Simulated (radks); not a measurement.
Valence configurations of F+ (all share [He]). Calculated with a radial shooting solver on a logarithmic mesh with Libxc functionals: Dirac Kohn-Sham, PBE, spin-unpolarised, spherical densities, point nucleus; open shells are shared between the two j in proportion to 2j + 1. Energies are relative to 2s2 2p4; eigenvalues in eV.

| valence | E (eV) | e(2p1/2) | e(2p3/2) | e(2s1/2) |
|---|---|---|---|---|
| 2s2 2p4 | 0.000 | -28.357 | -28.282 | -47.386 |
| 2s1.5 2p4.5 | 9.545 | -28.417 | -28.343 | -47.470 |
| 2s1 2p5 | 19.102 | -28.480 | -28.406 | -47.556 |
| 2s0.5 2p5.5 | 28.671 | -28.547 | -28.473 | -47.646 |
| 2p6 | 38.251 | -28.617 | -28.544 | - |

NIST lists [He] 2s2 2p4 as the ground configuration; this level of theory agrees among the configurations tried. The energies are those of spherical spin-averaged densities, not of single terms.
